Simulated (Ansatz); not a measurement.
`[GaH2][CH]1BO1` + `C=N` → `C=[N][GaH2]` + `B1CO1` at 500 K and 1 bar (ligand exchange at a Ga–C bond).

Program: Ansatz. Geometries: PBE0-D4/def2-TZVP. ΔE: electronic, gas phase. CCSD(T)/CBS adds triple-zeta CCSD(T) − MP2 to the extrapolated MP2 energy (def2 sets, frozen cores). This one scheme is used for every species. For Ga outer-core shells are correlated without core-valence functions, which leaves a few kJ/mol of doubt a bond. Scalar relativity is left out up to krypton.

| species | CCSD(T)/CBS energy (Eh) | H − E (kJ/mol) | S (J/(mol·K)) |
| --- | --- | --- | --- |
| `[GaH2][CH]1BO1` | -2064.32562 | 156.5 | 367.6 |
| `C=N` | -94.52360 | 124.2 | 249.5 |
| `C=[N][GaH2]` | -2019.05960 | 145.8 | 344.1 |
| `B1CO1` | -139.80191 | 134.2 | 278.3 |

H − E and S are ideal-gas, rigid-rotor, harmonic terms from PBE0-D4/def2-TZVP, for one conformer and one mirror image of each species. 1 Eh = 2625.50 kJ/mol, R = 8.31446 J/(mol·K).

By hand: ΔE, ΔH, ΔS and ΔG.

ΔE = (-2019.05960) + (-139.80191) − (-2064.32562) − (-94.52360) = -0.01229 Eh = -32.3 kJ/mol. Δ(H − E) = 145.8 + 134.2 − 156.5 − 124.2 = -0.7, so ΔH = -33.0 kJ/mol. ΔS = 344.1 + 278.3 − 367.6 − 249.5 = 5.3 J/(mol·K). ΔG = -33.0 − 500 × (5.3)/1000 = -35.6 kJ/mol.

By hand: the equilibrium constant, and the temperature at which ΔG would vanish if ΔH and ΔS stayed fixed.

log₁₀ K = −ΔG/(RT ln 10) = 3.7. ΔH and −TΔS have one sign here, so there is no such temperature. One of them is within its doubt of zero, so this could turn.

The number of gas molecules stays the same, so ΔS is small and ΔH decides. A doubt of 5 kJ/mol in ΔE shifts log₁₀ K by 0.5 here. Other conformers and mirror images would add mixing entropy, several J/(mol·K) or more a flexible species. These are equilibria of isolated gas molecules and say nothing of rates. Largest T1 diagnostic: 0.017 (customary marks: 0.02 for closed shells, 0.045 for open ones).
